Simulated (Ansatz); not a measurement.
Two members of one family ((CdSe)n), computed with Ansatz in the gas phase; def2 core potentials for Cd, no spin–orbit coupling. Binding counts from free atoms in the multiplicity of their measured ground term, without zero-point energy. The structures are stationary points that may keep the symmetry of their start.

First: (CdSe)2 ring (singlet, charge 0, r2SCAN-D4/def2-SVP geometry).

Cartesian coordinates in Å:
```
Cd -0.661 0.946 -0.788
Se -0.484 -1.529 -1.428
Cd 0.661 -0.946 0.788
Se 0.484 1.529 1.428
```

| level | HOMO (eV) | LUMO (eV) | gap (eV) | binding per atom (eV) |
| --- | --- | --- | --- | --- |
| PBE-D4/def2-SVP | -5.13 | -3.98 | 1.15 | 1.41 |
| PBE0-D4/def2-SVP | -6.12 | -3.32 | 2.79 | 1.37 |

Second: (CdSe)5 ring (singlet, charge 0, r2SCAN-D4/def2-SVP geometry).

```xyz
10

Cd    1.731   -0.071   -2.431
Se    3.699   -0.064   -0.960
Cd    2.495   -1.494    0.631
Se    1.223   -2.896    2.194
Cd   -0.151   -0.960    2.829
Se   -1.491    0.970    3.537
Cd   -2.317    1.468    1.276
Se   -3.291    2.177   -0.864
Cd   -1.675    1.011   -2.299
Se   -0.223   -0.140   -3.913
```

Estimate the same table for the second.


```csv
level,HOMO (eV),LUMO (eV),gap (eV),binding per atom (eV)
PBE-D4/def2-SVP,-5.70,-2.97,2.72,1.93
PBE0-D4/def2-SVP,-6.77,-2.36,4.40,1.92
```
